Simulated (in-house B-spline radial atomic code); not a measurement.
RPA and G0W0 on PBEsol: In8+

Configuration [Kr] 4d5, highest spin, mean-field start PBEsol. Computed with a B-spline radial code for spherical atoms: all electrons, scalar-relativistic (spin-free one-electron X2C), finite nucleus, each spin shell either full or empty, empty states to l = 9 with an (l + 1/2)⁻⁴ tail; G0W0 by contour deformation at full frequency.

Command:
```bash
python run_gw.py task.json out
```
Settings (radii: box in bohr, nucleus in fm):
```
Z                        49
electrons                41
configuration            [Kr] 4d5
hamiltonian              x2c
method                   pbesol
lmax                     9
rms_radius               4.6156
spin_polarised           True
box_radius               7.7
intervals                66
```

Cost of the run: 6.2 s on 1 thread of Arm Neoverse N1, on a shared host.

Energies (hartree):

| term | value |
| --- | --- |
| mean-field total | -5858.85973 |
| Hartree-Fock functional on these orbitals | -5859.80458 |
| direct second order | -3.5706 |
| second-order exchange | 1.0234 |
| SOSEX correction | 0.96575 |

(1) What is the RPA correlation energy, and what remains with SOSEX?

Quasi-particle levels (eV):

```csv
level,occupied,mean field,Σx - vxc,Σc,QP weight,G0W0
4d up,yes,-146.73,-11.45,?,?,?
4p down,yes,-205.93,-11.59,-0.48,0.960,-218.00
4d down,no,-140.97,13.72,-4.11,0.968,-131.36
```

G0W0 = mean field + (Σx - vxc) + Σc, with Σc (partial-wave tail included) taken at the quasi-particle energy. Only the outer levels were computed. Levels of low weight are left out.

(2) Where does G0W0 put 4d up?

Answers

(1) RPA gives -3.2148 hartree (-2.13 eV per electron); RPA + SOSEX gives -2.249, and the second-order doubles -2.5471 hartree (no singles). RPA lacks exchange-type terms and so overcorrelates at short range.

(2) At -158.24 eV, with Σc = -0.07 eV and a quasi-particle weight of 0.968. The tabulated removal energy is 156 ± 2.2 eV (NIST, tabulated theory); the calculation leaves out spin-orbit coupling, Breit and QED terms, and what these don't explain is the method's own error.
